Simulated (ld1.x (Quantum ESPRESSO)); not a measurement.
**Configuration tests for promethium (Pm) (TM semilocal)**

| Property | Result |
| --- | --- |
| Element | Pm |
| Generator | ld1.x (Quantum ESPRESSO) 7.5 |
| Type | norm-conserving Troullier–Martins (semilocal form) |
| Functional | PBE |
| Relativity | scalar-relativistic |
| Frozen core | [Xe] 4f4 |
| Valence charge | 3 |
| Reference configuration | 5d1 6s2 6p0 |
| Partial waves | 6s (bound): rc 3.55 bohr; 6p (bound, empty): rc 4.20 bohr; 5d (bound): rc 2.25 bohr |
| Local potential | the d channel |
| Core correction | Bessel-smoothed model core inside 2.05 bohr |

Energies are relative to the spin-unpolarised reference configuration 5d1 6s2 6p0; without spin polarisation the order of configurations can differ from experiment.

Q: Give the all-electron excitation energy and the error of the potential for: 5d1 6s1 6p0; 5d1 6s0 6p0; 5d1 6s1.5 6p0; 5d0 6s2 6p1; 5d1 6s1 6p1; 5d2 6s1 6p0; 5d1 6s0 6p2.

A:

```json
{"valence configuration": "5d1 6s1 6p0", "charge": "+1", "ΔE all-electron (eV)": "6.359", "error AE − PS (meV)": "-7.2"}
{"valence configuration": "5d1 6s0 6p0", "charge": "+2", "ΔE all-electron (eV)": "17.963", "error AE − PS (meV)": "-56"}
{"valence configuration": "5d1 6s1.5 6p0", "charge": "+0.5", "ΔE all-electron (eV)": "2.559", "error AE − PS (meV)": "-1.5"}
{"valence configuration": "5d0 6s2 6p1", "charge": "0", "ΔE all-electron (eV)": "2.110", "error AE − PS (meV)": "-140"}
{"valence configuration": "5d1 6s1 6p1", "charge": "0", "ΔE all-electron (eV)": "2.657", "error AE − PS (meV)": "-6.7"}
{"valence configuration": "5d2 6s1 6p0", "charge": "0", "ΔE all-electron (eV)": "1.295", "error AE − PS (meV)": "-59"}
{"valence configuration": "5d1 6s0 6p2", "charge": "0", "ΔE all-electron (eV)": "5.433", "error AE − PS (meV)": "-29"}
```

Levels in the configuration 5d1 6s1.5 6p0:

| level | all-electron (eV) | pseudo (eV) |
| --- | --- | --- |
| 5d | -5.575 | -5.572 |
| 6s | -6.336 | -6.340 |
